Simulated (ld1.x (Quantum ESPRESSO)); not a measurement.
The numbers below are computed, except where a source is named.
# Potentials for As (Z = 33) compared

Generated with ld1.x 7.5 (TM, RRKJ, ultrasoft, PAW), atompaw 4.2 or ONCVPSP 4.0.1. The cutoff is in Ry: for ld1.x and atompaw files where the sum of valence levels is converged to 10 mRy in a Bessel basis, for ONCV files where the hardest occupied wave has 1 mHa per electron of residual kinetic energy. The error is the largest all-electron minus pseudo excitation energy over each file’s own four to seven test configurations (ionisations up to +4, promotions, holes and added fractions of an electron), all of which were solved. The labels leave out finer settings (local radius, basis sizes, second energies), which also bear on the numbers. Spin-polarised tests are not counted. The rows are a selection from randomly drawn settings: files with unsolved tests, undetermined cutoffs or missed reference levels are left out.

A true bound ghost makes a file unfit for plane-wave use even where its test errors are small: the radial tests pick states by their node count and pass the ghost by.

| potential | cutoff (Ry) | largest error (meV) | bound ghosts |
| --- | --- | --- | --- |
| TM, PBE, scalar-relativistic, rc 1.35/1.60 (sp), local smoothed, core correction yes, reference 4s2 4p1.5 | 40 | -49 | s, d |
| TM, LDA (PZ), scalar-relativistic, rc 1.70/1.60 (sp), local smoothed, core correction yes, reference 4s2 4p3 | 30 | -54 | none |
| RRKJ, LDA (PZ), scalar-relativistic, rc 1.35/1.55/1.10 (spd), local d, core correction no, reference 3d10 4s2 4p2.75 | 230 | +80 | s, p |
| TM, revPBE, scalar-relativistic, rc 1.65/1.35 (sp), local s, core correction yes, reference 4s2 4p2 | 55 | -320 | p |

Problem. Fill in the row for As: ultrasoft, PBEsol, non-relativistic, rc 1.90/1.60/1.40 (spd), local smoothed, core correction no, reference 3d10 4s2 4p3.

Solution. cutoff 80 Ry, largest error -277 meV, bound ghosts: s.

Problem. Fill in the row for As: TM, LDA (PZ), scalar-relativistic, rc 1.50/1.65/1.75 (spd), local s, core correction no, reference 4s2 4p3.

Solution. cutoff 35 Ry, largest error +100 meV, bound ghosts: d.
